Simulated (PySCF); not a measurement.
## TlPb and its ions

UHF; Tl cc-pVDZ-PP with ECP60, Pb cc-pVDZ-PP with ECP60; scalar-relativistic core potentials (PySCF 2.14). Neutral (UHF): quartet (σ ↑, π ↑↑), Re = 3.056 Å, ωe = 94.2 cm⁻¹, De = 1.07 eV, HOMO -6.37 eV, LUMO 0.37 eV.

TlPb⁺ (UHF): triplet (σ ↑, π ↑), Re = 3.636 Å, ωe = 47.1 cm⁻¹. The energies at the minima are -363.38405 hartree for TlPb and -363.17927 for TlPb⁺.

Problem. Work out the adiabatic ionisation energy, without and with harmonic zero-point energies (1 hartree = 27.2114 eV, 1 eV = 8065.5 cm⁻¹), and the change of the bond length.

Solution. At UHF: 0.20478 hartree = 5.572 eV between the minima; the zero-point term (47.1 − 94.2)/2 cm⁻¹ = -0.003 eV makes it 5.569 eV. Re changes by +58.0 pm against the neutral. The electron leaves a π orbital, and the ion is left as a loose complex of an ion and an atom.

Spin–orbit coupling is left out, which matters for elements this heavy, above all for dissociation energies. Hartree–Fock leaves out correlation, which carries a large part of most bond energies and some tenths to 1 eV of ionisation energies. States were picked by a PBE0 search and need not be the measured ground states.
